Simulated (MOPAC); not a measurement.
MOPAC input (AM1):

```
AM1 FORCE THERMO(298,298) PRECISE LET CHARGE=1 GEO-OK AUX(PRECISION=9) THREADS=1
H2FSe

Se   -0.20528669 1   -0.14043693 1    0.21173482 1
H    -0.56429941 1   -1.12050425 1   -0.65610764 1
F     0.78377249 1    0.71428323 1   -0.83487294 1
H     0.76371830 1   -0.90811054 1    0.77234089 1
```

Which zero-point energy does it print?

11.22 kcal/mol, from the harmonic wavenumbers of AM1.
